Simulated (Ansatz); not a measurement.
Sn(OEt)H3 (C2H8OSn), relaxed as a singlet with RKS B3LYP-D4/def2-SVP in Ansatz, starting from the GFN2-xTB geometry. Force threshold 0.02 eV/Å.

In the def2 sets Sn takes a core potential; there is no spin–orbit coupling.

Start:

```xyz
12

Sn    1.245   -1.279   -1.434
O     0.362   -0.471    0.106
C    -0.487    0.646    0.130
C    -0.965    0.847    1.558
H     0.045    1.542   -0.213
H    -1.349    0.496   -0.531
H    -1.607    1.721    1.617
H    -1.516   -0.030    1.888
H    -0.108    0.982    2.213
H     2.041   -2.473   -0.628
H     2.240   -0.158   -2.180
H     0.099   -1.823   -2.526
```

| step | energy (eV) | largest force component (eV/Å) | SCF passes |
| --- | --- | --- | --- |
| 1 | -10081.3729 | 1.014 | 23 |
| 2 | -10081.4864 | 0.327 | 29 |
| 3 | -10081.5052 | 0.100 | 29 |
| 4 (rejected) | -10081.5002 | 0.752 | 28 |
| 5 | -10081.5114 | 0.066 | 28 |
| 6 | -10081.5119 | 0.153 | 28 |
| 7 | -10081.5141 | 0.009 | 23 |

Force components are those of the run's own axes.

End:

| atom | x (Å) | y (Å) | z (Å) |
| --- | --- | --- | --- |
| Sn1 | 1.250 | -1.286 | -1.422 |
| O2 | 0.383 | -0.543 | 0.222 |
| C3 | -0.458 | 0.587 | 0.155 |
| C4 | -0.988 | 0.889 | 1.548 |
| H5 | 0.086 | 1.476 | -0.232 |
| H6 | -1.313 | 0.420 | -0.535 |
| H7 | -1.649 | 1.772 | 1.537 |
| H8 | -1.556 | 0.029 | 1.934 |
| H9 | -0.154 | 1.084 | 2.240 |
| H10 | 2.157 | -2.607 | -0.821 |
| H11 | 2.236 | -0.054 | -2.113 |
| H12 | 0.005 | -1.767 | -2.511 |

By distances, no bond broke or formed. The bond that changes most is Sn1–H10, from 1.65 to 1.71 Å (atoms count from 1).

No frequencies were taken in this run, so the end may be a saddle point.

Run time 19 s (4 threads of Intel Xeon on a shared host).
